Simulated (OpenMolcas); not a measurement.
## Levels of F³⁺ by method

| Quantity | Value |
| --- | --- |
| Program | OpenMolcas |
| Basis | ANO-R1 [3s2p1d] |
| Scalar Hamiltonian | X2C, finite nucleus |
| Active space | 4 electrons in 4 orbitals (2s 2p) |
| State averaging | 2S+1 = 3 even, 3 roots; 2S+1 = 1 even, 6 roots; 2S+1 = 5 odd, 1 root; 2S+1 = 3 odd, 9 roots; 2S+1 = 1 odd, 8 roots |
| Spin-orbit coupling | RASSI with atomic mean-field integrals over the reference wave functions, term energies averaged over their components |

Methods on the same reference wave functions:
A. CASSCF
B. SS-CASPT2, IPEA 0.25 Eh, imaginary shift 0.1 Eh (closed shells correlated: 1s)

Energies in cm-1 above 2s2 2p2 3P0, the measured ground level; measured values from Moore, Atomic Energy Levels, vol. I, NSRDS-NBS 35 (1971 reprint of NBS Circular 467, 1949).

| Level | A | B | Measured |
| --- | --- | --- | --- |
| 2s2 2p2 3P0 | 0.0 | 0.0 | 0.0 |
| 2s2 2p2 3P1 | 219 | 218 | 225 |
| 2s2 2p2 3P2 | 638 | 638 | 613 |
| 2s2 2p2 1D2 | 27938 | 26750 | 25241 |
| 2s2 2p2 1S0 | 52336 | 56090 | 53544 |
| 2s 2p3 5S* 2 | 59756 | 65770 |  |
| 2s 2p3 3D* 2 | 145351 | 141850 | 147889 |
| 2s 2p3 3D* 1 | 145352 | 141850 | 147902 |
| 2s 2p3 3D* 3 | 145356 | 141850 | 147842 |
| 2s 2p3 3P* 0 | 172388 | 171280 |  |
| 2s 2p3 3P* 1 | 172389 | 171280 | 175242 |
| 2s 2p3 3P* 2 | 172393 | 171290 | 175237 |
| 2s 2p3 1D* 2 | 234269 | 223930 |  |
| 2s 2p3 3S* 1 | 238426 | 230650 |  |
| 2s 2p3 1P* 1 | 261173 | 253210 | 257390 |

Deviations, from unrounded energies. A percentage is the sum of absolute deviations over the sum of measured energies, with the sign that they share, or ± where signs differ.

```json
{"Against measurement": "mean absolute deviation (cm-1)", "Levels": "10", "A": "2100", "B": "3400"}
{"Against measurement": "fine structure of the ground term (%)", "Levels": "2", "A": "±3.8", "B": "±3.7"}
{"Against measurement": "other terms of the ground configuration (%)", "Levels": "2", "A": "±5.0", "B": "+5.2"}
{"Against measurement": "other configurations (%)", "Levels": "6", "A": "±1.6", "B": "-2.9"}
```

A lies closest to measurement on these levels. The largest miss of A in the table is 2s 2p3 1P* 1, by +3800 cm-1. The ranking rests on the paired levels alone, and a cruder setting can come out closer through cancelling errors.

From A to B the spin-free energies of the other terms of 2s2 2p2 shown, above 3P, scale by factors of 0.96 to 1.07.

The lowest spin-free term lies below A's lowest term by 0.045 hartree in B.

CASPT2 breaks the degeneracy within a term, and the mean is taken; among the terms shown or strongly mixed into the levels shown the widest spread is 110 cm-1 (2s 2p3 1D*, B). The basis is small and was not contracted for so high a charge. Computed and measured levels are paired by configuration, term and J; levels that our copy of the source lacks, or whose pairing is in doubt (as where it misses far off the trend of its configuration), stay unpaired and out of the deviations. Levels of configurations outside the active space are missing.

* marks odd parity.
